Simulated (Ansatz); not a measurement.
This geometry of CH$_{6}$BFSi (10 atoms, charge 0, multiplicity 1) is a first-order saddle point.

These are results of RKS PBE0-D4/6-31G* in Ansatz 0.2.0, not measurements.

```xyz
10
Properties=species:S:1:pos:R:3
F -2.333 0.448 -0.483
B -1.422 0.308 0.476
C 0.034 0.786 0.238
Si 1.022 -0.691 -0.453
H -1.787 -0.240 1.482
H 0.518 1.098 1.170
H 0.091 1.601 -0.492
H 0.154 -1.891 -0.622
H 1.592 -0.355 -1.785
H 2.131 -1.062 0.468
```

**Question.** Which two structures does it join? (They come from a converged band through this point; their orientation in space is the band's.)

**Answer.** No bond is made or broken. The dihedral B2–C3–Si4–H8 goes from 61 to -59°. The two ends are copies of one structure, up to a mirror image or an exchange of like atoms.

Initial state:

```xyz
10
Properties=species:S:1:pos:R:3
F -2.422 -0.030 0.348
B -1.240 0.267 0.882
C -0.092 0.792 -0.017
Si 0.969 -0.664 -0.604
H -1.118 0.059 2.060
H 0.581 1.458 0.536
H -0.463 1.305 -0.912
H 0.152 -1.613 -1.410
H 2.097 -0.173 -1.444
H 1.534 -1.401 0.561
```

Final state:

```xyz
10
Properties=species:S:1:pos:R:3
F -2.125 0.872 -0.855
B -1.483 0.393 0.207
C 0.028 0.687 0.398
Si 1.055 -0.712 -0.364
H -2.125 -0.296 0.955
H 0.299 0.722 1.459
H 0.336 1.619 -0.091
H 0.718 -2.013 0.278
H 0.790 -0.823 -1.825
H 2.507 -0.449 -0.162
```

**Question.** How far does it lie above each of them?

**Answer.** 1.0 kcal/mol above the first and 1.0 kcal/mol above the second. This is the barrier of this one path; another mechanism may lie lower.

Time of the run: 4.6 min on 1 thread of AMD EPYC (Zen 3), with other jobs on the host, peak memory 0.16 GiB.
